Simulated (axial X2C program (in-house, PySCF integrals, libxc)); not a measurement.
Photoelectron levels of HfS by EOM-IP-CCSD

Computed with an axial X2C code built on PySCF integrals: two-component X2C with atomic mean-field Coulomb and Gaunt terms, Gaussian nuclei, basis Hf dyall-cv3z, S dyall-av3z with contracted cores.

R = 2.249 Å (1.045 times 2.152 Å, the PBE0 minimum at charge 0 for the lowest determinant).

Vertical ionisation energies of HfS to the states of HfS⁺:

```
Ω of HfS⁺  vertical IE (eV)  above lowest (cm⁻¹)                   ionised spinor  one-hole weight
      1/2             7.960                    0  53% Hf sσ, 22% Hf dσ, 10% Hf pσ             0.95
      3/2             9.321                10980              67% S pπ, 20% Hf dπ             0.93
      1/2             9.408                11677              66% S pπ, 20% Hf dπ             0.92
      1/2            10.340                19197   70% S pσ, 11% Hf dσ, 10% Hf sσ             0.92
```

Q: Take the first Ω = 1/2 and Ω = 3/2 rows of π character: how far apart are they, and which lies lower?

A: E(3/2) − E(1/2) = 10980 − 11677 = -697 cm⁻¹ at EOM-IP-CCSD: inverted, Ω = 3/2 lower. Splittings at this level can be off by ten to twenty per cent.

This point took 19 s on 1 thread of AMD EPYC 7R43 64-Core Processor (Zen 3), on a shared host.

Reference electrons by ω block (each with its −ω partner): 1/2: 27, 3/2: 12, 5/2: 4, 7/2: 1. 18 electrons of HfS correlated (inner shells frozen), 84 natural virtual spinors (a truncated set); levels can be off by some tenths of an eV. Roots sought by Ω: (1/2: 4, 3/2: 3, 5/2: 1); the list ends where they run out and leaves out roots under 60 % one-particle weight. The solver can skip a root, and states that need a further excitation, which the method places far too high, are missing though they may lie low or lowest. T1 of the reference 0.027 (Lee–Taylor). Number of frozen shells: Hf 4 s, 3 p, 2 d, 1 f; S 2 s, 1 p. Large amplitudes in the reference (orbital relaxation or multireference character) lower the reliability.
